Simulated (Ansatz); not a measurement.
`[NH2][AlH][Br]` + H• → `[NH2][Al][Br]`• + H₂ at 700 K and 1 bar (hydrogen abstraction from the Al–H bond).

Program: Ansatz. Geometries: PBE0-D4/def2-TZVP. ΔE: electronic, gas phase. CBS: MP2 limit from def2 TZ/QZ plus the TZ coupled-cluster correction, frozen cores. This one scheme is used for every species, atoms too. Open shells (•) are unrestricted, without spin–orbit coupling. For Br outer-core shells are correlated without core-valence functions, so the limit isn't a true one: a few kJ/mol of doubt a bond, and 10 to 20 or more in all where bonds break to atoms. Scalar relativity is left out up to krypton. Each species was taken in one conformer, which may not be the lowest.

```csv
species,CCSD(T)/CBS energy (Eh),H − E (kJ/mol),S (J/(mol·K))
`[NH2][AlH][Br]`,-2871.94728,140.6,381.2
H•,-0.50000,14.6,132.5
`[NH2][Al][Br]`•,-2871.30427,114.9,372.7
H₂,-1.17544,46.8,155.3
```

H − E and S are ideal-gas, rigid-rotor, harmonic terms from PBE0-D4/def2-TZVP, for one conformer and one mirror image of each species, with the whole ground term of open shells counted as degenerate. The MP2-based limit puts H₂ 0.8 mEh under its directly extrapolated value; such offsets cancel only in part. 1 Eh = 2625.50 kJ/mol, R = 8.31446 J/(mol·K).

Question: By hand: ΔE, ΔH, ΔS and ΔG.

Answer: ΔE = (-2871.30427) + (-1.17544) − (-2871.94728) − (-0.50000) = -0.03243 Eh = -85.1 kJ/mol. Δ(H − E) = 114.9 + 46.8 − 140.6 − 14.6 = 6.5, so ΔH = -78.6 kJ/mol. ΔS = 372.7 + 155.3 − 381.2 − 132.5 = 14.3 J/(mol·K). ΔG = -78.6 − 700 × (14.3)/1000 = -88.6 kJ/mol.

Question: By hand: the equilibrium constant, and the temperature at which ΔG would vanish if ΔH and ΔS stayed fixed.

Answer: log₁₀ K = −ΔG/(RT ln 10) = 6.6. ΔH and −TΔS have one sign here, so there is no such temperature.

The number of gas molecules stays the same, so ΔS is small and ΔH decides. A doubt of 5 kJ/mol in ΔE shifts log₁₀ K by 0.4 here. Other conformers and mirror images would add mixing entropy, several J/(mol·K) or more a flexible species. These are equilibria of isolated gas molecules and say nothing of rates. Largest T1 diagnostic: 0.011 (customary marks: 0.02 for closed shells, 0.045 for open ones).
